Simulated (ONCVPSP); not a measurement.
## Tb: one change to an ONCV potential, before and after

- Element: Tb (Z = 65)
- Generator: ONCVPSP 4.0.1
- Type: optimised norm-conserving Vanderbilt (ONCV)
- Functional: LDA (Perdew-Wang 92)
- Relativity: scalar-relativistic
- Frozen core: [Kr] 4d10 4f8
- Valence charge: 11
- Reference configuration: 5s2 5p6 5d1 6s1.75 6p0.25
- Partial waves: 5s+6s: rc 2.30 bohr, ncon 3, nbas 7, qcut 6.2 1/bohr, 2 projectors; 5p+6p: rc 2.30 bohr, ncon 5, nbas 9, qcut 4.8 1/bohr, 2 projectors; 5d: rc 2.90 bohr, ncon 4, nbas 9, qcut 6.3 1/bohr, 1 projector
- Local potential: polynomial inside 1.45 bohr (lpopt 1, dvloc0 -1 Ha)
- Core correction: polynomial model core, fcfact 0.65

Change: all radii but the core radius scaled by about 1.19 (s 2.74, p 2.74, d 3.44 bohr); local potential polynomial inside 1.72 bohr (lpopt 1, dvloc0 -1 Ha).

Cutoffs: the cutoffs (Ha) at which the residual kinetic energy of the hardest occupied pseudo-wave falls to 1 and 0.1 mHa per electron; they do not see the model core or the augmentation charge, which bear on the density cutoff. Errors are all-electron minus pseudo energies relative to the spin-unpolarised reference configuration.

Question: How do hardness, ghosts and transferability respond?

Answer: The potential gets softer (11 Ha and 14 Ha → 8.6 Ha and 11 Ha); of the 4 tests that both files solve, the error grows in 1 and shrinks in 0 by more than 15 % and 0.3 meV (median size 4.4 → 5.2 meV); neither file shows a bound ghost. A larger radius leaves more room for a smooth pseudo-wave, so fewer plane waves are needed.

| quantity | base | changed |
| --- | --- | --- |
| cutoff, loose | 11 Ha | 8.6 Ha |
| cutoff, tight | 14 Ha | 11 Ha |
| loose cutoff by channel | s 11 Ha, p 7.1 Ha, d 9.1 Ha | s 8.6 Ha, p 7.6 Ha, d 7.8 Ha |
| bound ghosts | none | none |
| GHOST(+) flags under 300 eV | s at 108.3 eV | none |
| error for 5s2 5p6 5d1 6s2 6p0, meV [ΔE -0.74 eV] | +0.1 | +0.1 |
| error for 5s2 5p6 5d1 6s1 6p0, meV [ΔE 6.21 eV] | -3.6 | -4.0 |
| error for 5s2 5p6 5d1 6s0 6p0, meV [ΔE 18.74 eV] | -24 | -27 |
| error for 5s2 5p6 5d1 6s0 6p2, meV [ΔE 5.51 eV] | -5.1 | -6.5 |
| rms error of d²Exc/dni dnj with the model core, mHa | 0.57 | 0.77 |
